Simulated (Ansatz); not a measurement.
Steps of a relaxation of `C[SiH](O)[Si](O)(F)F` with RKS PBE0-D4/def2-TZVP.

```sh
$ ansatz run in.yaml --threads 2 --pin off --events-out ev --progress --plain --max-ram 22528MiB --backend cuda --devices 0, --max-vram 18GiB
```

```yaml
crystal:
  periodic: [false, false, false]
  atoms:
    - {symbol: C, position_ang: [-0.326740, -0.053120, -2.084610]}
    - {symbol: Si, position_ang: [0.473170, -0.563930, -0.446090]}
    - {symbol: O, position_ang: [-0.203790, -2.002830, -0.106670]}
    - {symbol: Si, position_ang: [0.083900, 0.932690, 1.223010]}
    - {symbol: O, position_ang: [-0.184680, 0.142350, 2.603020]}
    - {symbol: F, position_ang: [-1.095430, 2.014310, 1.048640]}
    - {symbol: F, position_ang: [1.290170, 1.964750, 1.484000]}
    - {symbol: H, position_ang: [-1.393160, 0.123230, -1.972730]}
    - {symbol: H, position_ang: [0.118760, 0.856210, -2.476050]}
    - {symbol: H, position_ang: [-0.200610, -0.831860, -2.829860]}
    - {symbol: H, position_ang: [1.925420, -0.750060, -0.622020]}
    - {symbol: H, position_ang: [-0.140790, -2.422170, 0.746700]}
    - {symbol: H, position_ang: [-0.346200, 0.590430, 3.432640]}
basis:
  gaussian: {orbitals: def2-TZVP}
hamiltonian: {xc: pbe0, dispersion: d4}
relax: {f_tol: 0.005, max_steps: 150}
```

Positions (Å) and forces (eV/Å) along the path, 11 of 17 steps:

```xyz
13
step=1 energy=-26412.6416 eV
C    -0.327   -0.053   -2.085    0.281    0.069    0.601
Si    0.473   -0.564   -0.446   -0.267   -0.226   -1.662
O    -0.204   -2.003   -0.107   -0.467   -0.577    0.112
Si    0.084    0.933    1.223   -0.082    2.133    1.187
O    -0.185    0.142    2.603   -0.056   -0.719    0.131
F    -1.095    2.014    1.049   -0.036   -0.574   -0.370
F     1.290    1.965    1.484    0.142   -0.442   -0.283
H    -1.393    0.123   -1.973   -0.169    0.022    0.137
H     0.119    0.856   -2.476    0.126    0.228   -0.072
H    -0.201   -0.832   -2.830    0.125   -0.250   -0.073
H     1.925   -0.750   -0.622    0.328    0.193    0.063
H    -0.141   -2.422    0.747    0.081    0.015    0.227
H    -0.346    0.590    3.433   -0.005    0.128    0.004
13
step=2 energy=-26412.7774 eV
C    -0.325   -0.037   -2.101    0.142   -0.112    0.304
Si    0.464   -0.589   -0.494   -0.012    0.266   -0.134
O    -0.240   -2.002   -0.057   -0.212   -0.359   -0.097
Si    0.113    0.938    1.239   -0.202    1.107    0.059
O    -0.154    0.110    2.603   -0.010   -0.346    0.170
F    -1.123    1.937    0.982    0.161   -0.368   -0.035
F     1.303    1.989    1.478   -0.042   -0.343   -0.107
H    -1.392    0.149   -1.963   -0.017   -0.014    0.028
H     0.134    0.875   -2.487    0.056    0.014    0.033
H    -0.204   -0.826   -2.844   -0.002   -0.042   -0.085
H     1.941   -0.722   -0.614    0.044   -0.043   -0.110
H    -0.163   -2.368    0.824    0.084    0.175   -0.005
H    -0.353    0.546    3.433    0.012    0.066   -0.022
13
step=4 energy=-26412.8062 eV
C    -0.320   -0.049   -2.092    0.206    0.077    0.176
Si    0.443   -0.600   -0.492    0.052    0.233   -0.035
O    -0.250   -2.025   -0.055   -0.091   -0.120   -0.131
Si    0.075    0.956    1.239   -0.006    0.210   -0.301
O    -0.156    0.089    2.591   -0.001   -0.071    0.096
F    -1.175    1.926    0.999    0.067   -0.149    0.006
F     1.282    1.981    1.447   -0.011   -0.084    0.005
H    -1.368    0.206   -1.959   -0.135    0.017   -0.028
H     0.216    0.839   -2.436   -0.046    0.045   -0.082
H    -0.229   -0.821   -2.854   -0.005   -0.080   -0.066
H     1.923   -0.723   -0.648   -0.021   -0.039    0.014
H    -0.133   -2.329    0.842    0.018   -0.039    0.194
H    -0.308    0.551    3.416   -0.029    0.002    0.151
13
step=5 energy=-26412.8148 eV
C    -0.307   -0.039   -2.092   -0.018    0.086   -0.026
Si    0.446   -0.592   -0.492    0.093    0.021    0.081
O    -0.262   -2.017   -0.060   -0.058   -0.098   -0.021
Si    0.083    0.948    1.245   -0.026    0.062   -0.112
O    -0.130    0.097    2.618    0.008    0.057   -0.011
F    -1.188    1.882    0.984    0.039   -0.057    0.052
F     1.281    1.988    1.427   -0.032   -0.043    0.027
H    -1.371    0.179   -1.972    0.014   -0.007   -0.011
H     0.192    0.868   -2.447   -0.032   -0.037    0.001
H    -0.194   -0.813   -2.856    0.008   -0.001    0.015
H     1.924   -0.739   -0.647   -0.020   -0.016    0.011
H    -0.177   -2.316    0.846    0.019    0.053    0.002
H    -0.298    0.555    3.445    0.004   -0.022   -0.007
13
step=8 energy=-26412.8190 eV
C    -0.288   -0.034   -2.102    0.006    0.011    0.008
Si    0.445   -0.592   -0.490    0.004    0.001   -0.003
O    -0.300   -2.000   -0.054   -0.004    0.000    0.003
Si    0.081    0.953    1.237   -0.014   -0.015   -0.005
O    -0.053    0.086    2.609   -0.002    0.000    0.005
F    -1.239    1.826    1.032   -0.004    0.002    0.004
F     1.238    2.039    1.390    0.005    0.006    0.000
H    -1.353    0.177   -1.992    0.004    0.000   -0.006
H     0.211    0.871   -2.456   -0.005   -0.002   -0.002
H    -0.164   -0.811   -2.860    0.000   -0.003   -0.005
H     1.919   -0.774   -0.623    0.001   -0.004   -0.002
H    -0.240   -2.257    0.868    0.001    0.001    0.004
H    -0.257    0.516    3.442    0.007    0.002   -0.001
13
step=9 energy=-26412.8193 eV
C    -0.279   -0.033   -2.107    0.005   -0.003    0.016
Si    0.440   -0.592   -0.490   -0.019   -0.001   -0.004
O    -0.315   -1.995   -0.052    0.005    0.007    0.000
Si    0.073    0.951    1.237    0.004    0.005    0.001
O    -0.029    0.085    2.614   -0.003   -0.004   -0.012
F    -1.261    1.807    1.052    0.011   -0.010    0.001
F     1.220    2.050    1.370   -0.007    0.006    0.005
H    -1.345    0.178   -2.007   -0.004    0.001   -0.003
H     0.222    0.873   -2.457    0.003    0.004   -0.002
H    -0.149   -0.809   -2.865    0.001   -0.004   -0.005
H     1.914   -0.785   -0.616    0.001    0.000    0.004
H    -0.259   -2.244    0.873   -0.003   -0.010   -0.001
H    -0.231    0.513    3.448    0.005    0.007    0.001
13
step=10 energy=-26412.8196 eV
C    -0.275   -0.032   -2.109   -0.001   -0.009    0.003
Si    0.436   -0.594   -0.489   -0.012   -0.007   -0.007
O    -0.324   -1.996   -0.054    0.008    0.017    0.015
Si    0.070    0.950    1.238    0.004   -0.002    0.022
O    -0.018    0.086    2.617   -0.002    0.002   -0.022
F    -1.272    1.795    1.059    0.005   -0.001   -0.001
F     1.209    2.059    1.364   -0.011   -0.001   -0.003
H    -1.342    0.180   -2.016   -0.001    0.000    0.002
H     0.228    0.874   -2.456    0.006    0.004    0.002
H    -0.141   -0.807   -2.867    0.002    0.001    0.002
H     1.910   -0.788   -0.608    0.001   -0.002    0.001
H    -0.271   -2.245    0.870   -0.003   -0.008   -0.016
H    -0.209    0.517    3.452    0.004    0.005    0.002
13
step=11 energy=-26412.8199 eV
C    -0.266   -0.029   -2.111   -0.006   -0.005   -0.009
Si    0.427   -0.596   -0.485    0.004   -0.013   -0.014
O    -0.343   -1.995   -0.061    0.002    0.016    0.023
Si    0.061    0.950    1.239    0.008    0.008    0.031
O     0.004    0.091    2.623   -0.004    0.018   -0.015
F    -1.296    1.773    1.072    0.010   -0.004   -0.001
F     1.184    2.077    1.347   -0.022   -0.019   -0.008
H    -1.333    0.187   -2.029    0.006    0.000    0.004
H     0.245    0.875   -2.451    0.000   -0.001    0.003
H    -0.127   -0.804   -2.870    0.001    0.006    0.010
H     1.900   -0.801   -0.595   -0.001    0.003    0.005
H    -0.287   -2.256    0.861   -0.001   -0.005   -0.020
H    -0.169    0.528    3.460    0.005   -0.005   -0.009
13
step=14 energy=-26412.8203 eV
C    -0.253   -0.022   -2.109    0.002    0.004    0.003
Si    0.415   -0.605   -0.479    0.002   -0.003   -0.009
O    -0.377   -1.997   -0.075    0.002   -0.001    0.017
Si    0.048    0.947    1.240    0.003    0.034    0.016
O     0.037    0.109    2.637   -0.001    0.017   -0.013
F    -1.329    1.740    1.086    0.025   -0.018    0.004
F     1.149    2.101    1.307   -0.027   -0.031   -0.001
H    -1.319    0.204   -2.035    0.000    0.001   -0.002
H     0.270    0.880   -2.437   -0.003   -0.002    0.001
H    -0.114   -0.793   -2.871    0.000   -0.001    0.000
H     1.888   -0.825   -0.569   -0.002    0.001    0.004
H    -0.297   -2.296    0.833   -0.002    0.002   -0.015
H    -0.118    0.556    3.472    0.001   -0.003   -0.006
13
step=16 energy=-26412.8204 eV
C    -0.248   -0.018   -2.108    0.001    0.000    0.005
Si    0.411   -0.608   -0.476   -0.007   -0.002    0.002
O    -0.392   -1.997   -0.081    0.003   -0.002    0.003
Si    0.043    0.945    1.240    0.001    0.009   -0.003
O     0.054    0.119    2.644    0.002   -0.004   -0.003
F    -1.342    1.723    1.094    0.002   -0.004    0.001
F     1.133    2.109    1.287    0.000   -0.001    0.002
H    -1.313    0.210   -2.038   -0.001    0.000    0.000
H     0.279    0.884   -2.430    0.002    0.001   -0.001
H    -0.107   -0.787   -2.872    0.001   -0.001   -0.002
H     1.883   -0.837   -0.557    0.001    0.001   -0.001
H    -0.301   -2.314    0.819   -0.002    0.000   -0.004
H    -0.100    0.571    3.477   -0.001    0.002    0.001
13
step=17 energy=-26412.8204 eV
C    -0.246   -0.018   -2.108   -0.001    0.000    0.002
Si    0.409   -0.609   -0.476   -0.002   -0.001    0.000
O    -0.395   -1.998   -0.082    0.002    0.001    0.004
Si    0.042    0.946    1.241   -0.001    0.003   -0.003
O     0.058    0.121    2.645    0.001   -0.002    0.001
F    -1.345    1.720    1.097   -0.001   -0.001    0.001
F     1.129    2.112    1.284    0.001    0.000    0.001
H    -1.312    0.211   -2.040    0.000    0.000    0.000
H     0.281    0.884   -2.428    0.001    0.000    0.000
H    -0.104   -0.786   -2.872    0.001    0.000    0.000
H     1.881   -0.839   -0.554    0.000    0.000   -0.001
H    -0.303   -2.316    0.817   -0.002    0.000   -0.003
H    -0.095    0.573    3.477   -0.001    0.001   -0.001
```

Run time 38 s (2 threads of an AMD EPYC 7R13 on a shared host and a share of an NVIDIA H100 80 GB); peak host memory 0.95 GiB.
